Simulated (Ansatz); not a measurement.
Basis sets compared for Sn₅Au (the lowest doublet isomer of a short search). Charge 0, multiplicity 2. Geometry PBE-D4/def2-SVP. Ansatz on 6 threads of Intel Xeon on a shared host; times are rough, and most runs start from earlier orbitals.

```xyz
6

Au    1.984   -0.817   -0.621
Sn   -1.772    0.499    1.156
Sn   -1.219    1.252   -1.577
Sn    0.524   -0.995    1.874
Sn   -0.622   -1.594   -1.038
Sn    1.105    1.655    0.206
```

In the def2 sets Au, Sn take a core potential; there is no spin–orbit coupling. The structure comes from a short search, and lower isomers may exist.

Binding counts from free atoms (Au doublet, Sn triplet) in the same basis, without a counterpoise term.

```tsv
level	functions	energy (Eh)	HOMO (eV)	LUMO (eV)	binding per atom (eV)	wall time
PBE-D4/def2-SVP	162	-1207.5328	-4.70	-4.26	2.60	7 s
PBE0-D4/def2-SVP	162	-1207.5017	-5.50	-3.75	2.42	14 s
```

Question: Estimate the rows for PBE-D4/def2-TZVP, PBE0-D4/def2-TZVP.

Answer: 
| level | functions | energy (Eh) | HOMO (eV) | LUMO (eV) | binding per atom (eV) | wall time |
| --- | --- | --- | --- | --- | --- | --- |
| PBE-D4/def2-TZVP | 290 | -1207.5739 | -4.67 | -4.23 | 2.64 | 15 s |
| PBE0-D4/def2-TZVP | 290 | -1207.5403 | -5.45 | -3.69 | 2.47 | 47 s |
